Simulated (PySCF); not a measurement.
**Two-dimensional NMR puzzle**

Compound of formula C2H8O3Si2. Correlations simulated from computed shifts and the bond graph:

HSQC (one-bond C–H):
| δH | δC |
| --- | --- |
| 2.14 | 24.4 |

HMBC (two and three bonds, from the bond graph):
| δH | δC |
| --- | --- |
| 5.17 | 176.5 |
| 2.14 | 176.5 |

Carbons without hydrogens: δ 176.5.

[PySCF: GFN2-xTB structure; PBE0/pcSseg-1 with gauge-including orbitals; in vacuum; relativity neglected; a single conformation; rapidly exchanging positions averaged]

Scale: 1H (σref 31.72), 13C (σref 186.93) vs TMS (reference shieldings calculated alike).

Exchangeable hydrogens are left out of these lists.

Q: Work out the connectivity.

A: SMILES CC(=O)O[SiH2]O[SiH3].

Atom-mapped SMILES (the numbers label the heavy atoms): `[CH3:1][C:2](=[O:3])[O:4][SiH2:5][O:6][SiH3:7]`; H(Xn) means a hydrogen on atom n.

1. δC 176.5 is C2, a carbonyl carbon.
2. δC 24.4 is C1, a methyl carbon α to a carbonyl (δH 2.14).
3. HMBC from δH 5.17 reaches the proton-free carbon C2.
4. HMBC from δH 2.14 reaches the proton-free carbon C2.

The shifts were computed for this structure.

Shifts are as computed. Against solution values, carbons near 30 ppm lie about +3 ppm off and those near 130 ppm about +5 ppm. Of 1211 compounds with measured shifts, 218 miss one by over three times the rms of a fit or turn the order of signals round; such compounds aren't used in these exercises.
